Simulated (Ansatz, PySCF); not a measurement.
Two conformers of C3H8O2 (SMILES OCCCO), B3LYP-D3(BJ)/def2-TZVP minima.
Conformer 1 (charge 0, multiplicity 1):
```xyz
13

O      1.179     1.380     0.130
C      1.152    -0.013     0.473
C      0.072    -0.791    -0.269
C     -1.340    -0.284     0.008
O     -1.580     1.013    -0.515
H      1.472     1.462    -0.785
H      2.136    -0.462     0.304
H      0.959    -0.034     1.547
H      0.141    -1.841     0.034
H      0.263    -0.757    -1.347
H     -1.528    -0.308     1.091
H     -2.072    -0.942    -0.463
H     -0.855     1.577    -0.210
```
Conformer 2 (charge 0, multiplicity 1):
```xyz
13

O      2.402     0.060    -0.120
C      1.084     0.058     0.416
C      0.008     0.200    -0.651
C     -1.404     0.272    -0.083
O     -1.832    -0.944     0.528
H      2.486    -0.682    -0.729
H      1.048     0.908     1.101
H      0.918    -0.852     1.008
H      0.063    -0.646    -1.344
H      0.207     1.109    -1.227
H     -2.116     0.458    -0.889
H     -1.486     1.108     0.623
H     -1.378    -1.050     1.369
```

No zero-point or thermal terms.

Correlated levels freeze the cores.

The values were computed with Ansatz (Gaussian basis) for Hartree–Fock, density functionals and correlated methods; PySCF for the dispersion terms. Each number belongs to the level named beside it.

Question: Predict the electronic energy of conformer 2 less that of conformer 1 from PBE-D3(BJ)/def2-TZVPP.

Answer: 3.2 kcal/mol

Ansatz is an electronic-structure program.
